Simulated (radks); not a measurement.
Results of a calculation; reference values are marked as such.
Task: Ge2+, configuration [Ar] 3d10 4s2. Level of theory: Dirac Kohn-Sham, PBE, spin-unpolarised, spherical densities, point nucleus; speed of light set to 411.108 atomic units (3 times the physical value, a model run) (a radial shooting solver on a logarithmic mesh with Libxc functionals).

Spin-orbit splittings of the eigenvalues, e(l+1/2) - e(l-1/2), with zeta = 2 splitting/(2l+1) and mean radii in bohr:

| shell | occ. | splitting (eV) | zeta (eV) | <r> j=l-1/2 | <r> j=l+1/2 |
|---|---|---|---|---|---|
| 2p | 6 | ? | ? | 0.1848 | 0.1852 |
| 3p | 6 | 0.4591 | 0.3060 | 0.6502 | 0.6514 |
| 3d | 10 | 0.06589 | 0.02636 | 0.7280 | 0.7286 |

Estimate the 2p splitting.

Result: 3.444 eV (zeta = 2.296 eV).
